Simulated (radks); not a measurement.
Isoelectronic series with 9 electrons, each ion in its NIST ground configuration. All-electron calculation, scalar-relativistic Kohn-Sham, BLYP, spin-polarised, spherical densities, point nucleus; open shells are filled with parallel spins first. Program: a radial shooting solver on a logarithmic mesh with Libxc functionals. Total energies (hartree) and orbital eigenvalues (hartree):

| ion | configuration | E (hartree) | 2p down | 2p up | 2s down | 2s up |
|---|---|---|---|---|---|---|
| F | [He] 2s2 2p5 | -99.85198 | -0.37599 | -0.43595 | -1.05960 | -1.12280 |
| Ne+ | [He] 2s2 2p5 | -128.31246 | -1.14617 | -1.22122 | -1.99964 | -2.07409 |
| Mg3+ | [He] 2s2 2p5 | -196.60990 | -3.48143 | -3.58640 | -4.68415 | -4.78219 |
| Al4+ | [He] 2s2 2p5 | -236.44395 | -5.03464 | -5.15440 | -6.41549 | -6.52534 |
| Si5+ | [He] 2s2 2p5 | -280.07212 | -6.84217 | -6.97662 | -8.40340 | -8.52502 |
| P6+ | [He] 2s2 2p5 | -327.49949 | -8.90314 | -9.05222 | -10.64720 | -10.78055 |
| S7+ | [He] 2s2 2p5 | -378.73221 | -11.21711 | -11.38077 | -13.14671 | -13.29175 |
| Cl8+ | [He] 2s2 2p5 | -433.77737 | -13.78387 | -13.96206 | -15.90204 | -16.05874 |
| Ar9+ | [He] 2s2 2p5 | -492.64282 | -16.60335 | -16.79604 | -18.91354 | -19.08187 |
| K10+ | [He] 2s2 2p5 | -555.33714 | -19.67561 | -19.88278 | -22.18169 | -22.36163 |
